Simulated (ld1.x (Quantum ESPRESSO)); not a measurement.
Transferability test, TM semilocal potential for hafnium

| Property | Result |
| --- | --- |
| Element | hafnium |
| Generator | ld1.x (Quantum ESPRESSO) 7.5 |
| Type | norm-conserving Troullier–Martins (semilocal form) |
| Functional | PBE |
| Relativity | scalar-relativistic |
| Frozen core | [Xe] 4f14 |
| Valence charge | 4 |
| Reference configuration | 5d2 6s0 6p0 (charge +2) |
| Partial waves | 6s (bound, empty): rc 2.20 bohr; 6p (bound, empty): rc 3.45 bohr; 5d (bound): rc 2.45 bohr |
| Local potential | the d channel |
| Core correction | none |

Energies are relative to the spin-unpolarised reference configuration 5d2 6s0 6p0; without spin polarisation the order of configurations can differ from experiment.

**Question.** Give the all-electron excitation energy and the error of the potential for: 5d2 6s2 6p0; 5d2 6s1 6p0; 5d1 6s0 6p0; 5d2.5 6s1.5 6p0; 5d3 6s0 6p0; 5d2 6s0 6p1; 5d2 6s0 6p2.

**Answer.**

```tsv
valence configuration	charge	ΔE all-electron (eV)	error AE − PS (meV)
5d2 6s2 6p0	0	-22.156	+473
5d2 6s1 6p0	+1	-14.180	+195
5d1 6s0 6p0	+3	21.794	+163
5d2.5 6s1.5 6p0	0	-20.901	+381
5d3 6s0 6p0	+1	-12.167	+70
5d2 6s0 6p1	+1	-9.501	+116
5d2 6s0 6p2	0	-14.294	+238
```

Levels in the configuration 5d2 6s2 6p0:

| level | all-electron (eV) | pseudo (eV) |
| --- | --- | --- |
| 5d | -2.689 | -2.731 |
| 6s | -5.108 | -5.354 |
